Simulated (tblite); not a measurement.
C₆H₉FOSi.
Geometry (GFN2-xTB, Å), atoms numbered from 1 in this order:
```
atom  x, y, z in Å
C1     3.9038    0.5146    0.4603
C2     2.5871    0.1030    0.0345
C3     1.4844   -0.2338   -0.3176
Si4   -0.1618   -0.8444   -0.8706
O5    -0.9960    0.3076   -1.6797
C6    -2.2409    0.6460   -1.1136
C7    -2.1985    0.3835    0.3938
C8    -1.4056   -0.9004    0.6014
F9    -2.2519   -1.9992    0.4700
H10    3.9127    0.6869    1.5361
H11    4.1910    1.4340   -0.0485
H12    4.6272   -0.2640    0.2204
H13   -0.1395   -2.0987   -1.6095
H14   -2.4357    1.6976   -1.3384
H15   -3.0181    0.0336   -1.5835
H16   -3.2042    0.3113    0.8079
H17   -1.6629    1.1967    0.8857
H18   -1.0000   -0.9680    1.6130
```

Method: GFN2-xTB as coded in tblite; computed harmonic values from a numerical Hessian at the method's own geometry, unscaled. The method is semi-empirical: single wavenumbers can be off by several per cent or more. Modes of hydrogen on silicon can be 10 to 20 % off. One conformer, not necessarily the lowest. The optimisation stopped once no atom felt more than 0.01 eV/Å.

Lowest wavenumbers of the output (negative numbers stand for imaginary wavenumbers):
```
mode    cm-1
  1     -38.5
  2      52.1
  3      58.7
  4     112.6
  5     171.2
  6     200.1
  7     222.8
  8     269.7
```

Q: Is this structure a minimum?

A: Not by this Hessian. 1 mode is imaginary beyond 20i (38i cm⁻¹), so at this level the point lies at or near a first-order saddle. The curvature is small, so loose convergence or finite differences may be the whole cause.

Q: Which atoms move in the imaginary mode?

A: 38i: H12 (methyl hydrogen) 33 %, H11 (methyl hydrogen) 33 %, H10 (methyl hydrogen) 32 %. These are shares of the mass-weighted motion.

Q: What is the remedy?

A: Step along that mode in both directions, optimise again with tighter thresholds and repeat the frequencies. The zero-point energy of this point (84.2 kcal/mol) counts the 47 real modes alone, and thermal corrections from it aren't those of a minimum.
